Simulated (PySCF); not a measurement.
Input of a run (PBE0-D3(BJ)/def2-SVP geometry optimisation, gas phase (PySCF 2.14.0)), started from GFN2-xTB:
```
{"job": {"xc": "PBE0", "basis": "def2-SVP", "d3": "d3bj", "grid": 1, "shake": 0.01, "kind": "geom"}, "charge": 0, "multiplicity": 1}
F     -0.575260    -0.519030     2.134930
C     -1.527920     0.281650     1.564800
F     -2.106960     1.059420     2.472590
C     -1.744330     0.211170     0.268160
F     -2.721800     1.016910    -0.257420
Si    -0.846530    -0.931950    -0.932430
Si     1.340260    -0.141970    -1.204530
P      1.868940     1.238530     0.487770
H     -0.953510    -2.260090    -0.300490
H     -1.694490    -0.910750    -2.110830
H      1.482970     0.667560    -2.410830
H      2.277470    -1.260880    -1.340210
H      2.007150     0.239330     1.415290
H      3.186860     1.295020     0.205430
```

Output (energies in Eh, forces in Eh/bohr):
```
step   0  E = -1298.31741426  max force = 0.051464
step   1  E = -1298.32772102  max force = 0.007617
step   2  E = -1298.32876157  max force = 0.006374
step   3  E = -1298.32904142  max force = 0.003578
step   4  E = -1298.32923317  max force = 0.000789
step   5  E = -1298.32931906  max force = 0.000969
step   6  E = -1298.32946650  max force = 0.003270
step   7  E = -1298.32961287  max force = 0.003423
step   8  E = -1298.32986438  max force = 0.002817
step   9  E = -1298.33023130  max force = 0.002694
step  10  E = -1298.33037715  max force = 0.001501
step  11  E = -1298.32976351  max force = 0.004571
step  12  E = -1298.33051820  max force = 0.002950
step  13  E = -1298.33059842  max force = 0.000829
step  14  E = -1298.33060949  max force = 0.001186
step  15  E = -1298.33060063  max force = 0.001041
step  16  E = -1298.33061524  max force = 0.000793
step  17  E = -1298.33061443  max force = 0.000484
step  18  E = -1298.33061713  max force = 0.000371
optimisation converged
```

Problem. Summarise the run.

Solution. The energy falls by 0.359 eV over 19 energy and gradient evaluations, the largest force component goes from 0.0515 to 3.7e-04 Eh/bohr, and the atoms move by 0.620 Å rms after alignment. The bond that changes most is P8–H14 (three-coordinate phosphorus to P–H hydrogen), which lengthens by 0.080 Å. Bonds longer at the end by more than 0.005 Å: 8 of 13; shorter: 3. Among the angles that change most is Si6–Si7–P8, from 109.9° to 103.7°. Among the dihedrals that turn most is F5–C4–Si6–H9, from -128° to -171°. The energy rose by more than 1e-6 Eh at steps 11 and 15. The first step brought 78 % of the lowering.

Problem. What are the final bond lengths?

Solution. F1–C2 1.309 Å, C2–F3 1.304 Å, C2=C4 1.337 Å, C4–F5 1.347 Å, C4–Si6 1.881 Å, Si6–Si7 2.344 Å, Si7–P8 2.270 Å, Si6–H9 1.492 Å, Si6–H10 1.493 Å, Si7–H11 1.495 Å, Si7–H12 1.496 Å, P8–H13 1.430 Å, P8–H14 1.429 Å. Numbering counts from 1 in the input's order; the species is `FC(F)=C(F)[SiH2][SiH2]P`.

The run used 154 basis functions and 136 SCF cycles in all.

No frequency check. One conformer, not necessarily the lowest.
